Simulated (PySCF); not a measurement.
C₂H₇BGeO₃.
Cartesian coordinates in Å at the PBE0-D3(BJ)/def2-SVP level; atoms count from 1:
```xyz
14
C2H7BGeO3 angstrom
Ge     2.8452    0.0236    0.3661
O      1.3903    1.0800    0.3546
B      0.1339    0.6013    0.3189
O     -0.9820    1.3945    0.3256
C     -2.1180    0.5591    0.2801
C     -1.5668   -0.8875    0.2453
O     -0.1620   -0.7439    0.2722
H      2.8722   -0.7964   -0.9326
H      4.0187    1.0085    0.4356
H      2.7913   -0.8796    1.6076
H     -2.7501    0.7420    1.1648
H     -2.7191    0.7966   -0.6130
H     -1.8678   -1.4289   -0.6666
H     -1.8964   -1.4828    1.1126
```

Lines to be assigned: B 1s: 197.56 eV; C 1s: 292.47 eV; O 1s: 537.70 (area 1), 538.41 (area 2) eV.

Method: delta-SCF UKS SCAN, pcX-2 on the ionised atom, pcseg-1 elsewhere, spin-free X2C in PySCF 2.14.0. The structure is a single PBE0-D3(BJ)/def2-SVP conformer in the gas phase; no vibrational or solvent corrections.

Problem. Assign the O 1s lines to atoms.

Solution. 537.70 eV: O2 (boron-bound oxygen); 538.41 eV: O4/O7 (boron-bound oxygen). Lowest listed O 1s: O2, bonded to B and Ge. Highest, 0.71 eV above it: O4/O7, bonded to C and B.

Bonded neighbours of each site: O2: B and Ge; B3: 3 O; O4/O7: C and B; C5/C6: O, C and 2 H.

Problem. Express the binding energy of O 1s of O2 (atom 2) in atomic units and per mole.

Solution. 537.70 eV = 19.7601 Eh = 51880 kJ/mol.

Topologically equivalent atoms share the value of their first member; where this conformer doesn't relate them by symmetry, their own values could differ. No level of germanium is listed.
